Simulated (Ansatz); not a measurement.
`N[SiH](F)[SiH2]O`, charge 0, multiplicity 1.

Task: Give a relaxed structure at PBE0-D4/def2-TZVP (the Gaussian-basis code of Ansatz). (Estimate.)

Result: Computed: 
Z-matrix (Å, degrees):
```
Si
F 1 1.610
Si 1 2.345 2 109.4
N 1 1.709 2 114.2 3 118.9
H 1 1.485 2 106.1 3 -125.0
O 3 1.656 1 108.6 2 -179.7
H 3 1.494 1 108.8 2 58.9
H 3 1.484 1 113.4 2 -61.4
H 4 1.008 1 121.1 2 -67.6
H 4 1.008 1 121.0 2 80.6
H 6 0.959 3 115.9 1 -37.0
```
This is one stationary point; other conformers may exist.
